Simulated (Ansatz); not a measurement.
Reaction (ligand exchange at the Al–N bond): `[AlH2][NH][SiH2][SiH3]` + `N=C[SeH]` → `[AlH2]/[N]=C\[SeH]` + `N[SiH2][SiH3]`

Program: Ansatz. Geometries: PBE0-D4/def2-TZVP. ΔE: electronic, gas phase. CBS: MP2 limit from def2 TZ/QZ plus the TZ coupled-cluster correction, frozen cores. This one scheme is used for every species. DFT in def2-TZVPP. B3LYP here is the variant with VWN-RPA as its local correlation; programs differ in this. For Se outer-core shells are correlated without core-valence functions, which leaves a few kJ/mol of doubt a bond. Scalar relativity is left out up to krypton. Each species was taken in one conformer, which may not be the lowest.

Is it downhill or uphill in electronic energy at CCSD(T)/CBS, and by how much? (Best estimate.)

The calculation gave: Uphill: ΔE = +12.6 kJ/mol.

What do these levels give: r2SCAN-D4, B3LYP-D4, ωB97X-V, ωB97M-V, B2PLYP, r2SCAN, HF/def2-TZVPP, CCSD/def2-TZVPP, CCSD(T)/def2-TZVPP, HF/def2-QZVPP, SCS-MP2/def2-QZVPP, CCSD/CBS(def2)? (An estimate is asked.)

Ansatz gave: r2SCAN-D4 3.8, B3LYP-D4 3.2, ωB97X-V 11.7, ωB97M-V 11.1, B2PLYP 4.9, r2SCAN 3.4, HF/def2-TZVPP 9.0, CCSD/def2-TZVPP 14.4, CCSD(T)/def2-TZVPP 14.2, HF/def2-QZVPP 9.6, SCS-MP2/def2-QZVPP 11.5, CCSD/CBS(def2) 12.8 kJ/mol.

Largest T1 diagnostic among the species: 0.013.

From PBE to PBE0 (25 % exact exchange), in def2-TZVPP and without D4, ΔE moves by +3.7 kJ/mol.
